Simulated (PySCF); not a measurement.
**Electron correlation in N⁺ (nitrogen, charge +1)**

[He] 2s2 2p2, high-spin 3P determinant. All numbers are calculated (PySCF 2.14, the spin-free X2C one-electron Hamiltonian (Gaussian nucleus), in cc-pVTZ-DK). Frozen: 1s2; 4 electrons correlated.

MP2 pair energies summed by pair of shells (mhartree):

| pair | energy | share (%) |
| --- | --- | --- |
| 2s-2p | -43.69 | 61.1 |
| 2s-2s | -20.36 | 28.5 |
| 2p-2p | -7.48 | 10.5 |

Total MP2 correlation energy: -71.53 mhartree.

Same-spin part -12.92 and opposite-spin part -58.60 mhartree; SCS-MP2 scales them by 1/3 and 6/5 to -74.63 mhartree.

```csv
level,correlation energy (mhartree)
CCSD,-92.55
(T),-1.60
CCSD(T),-94.15
```

Diagnostics: T1 = 0.0063, D1 = 0.0123, largest double amplitude 0.119.

Cost of the coupled-cluster step: 0.15 s of wall time on 1 thread of Intel(R) Xeon(R) 6975P-C (shared host), for 4 correlated electrons.
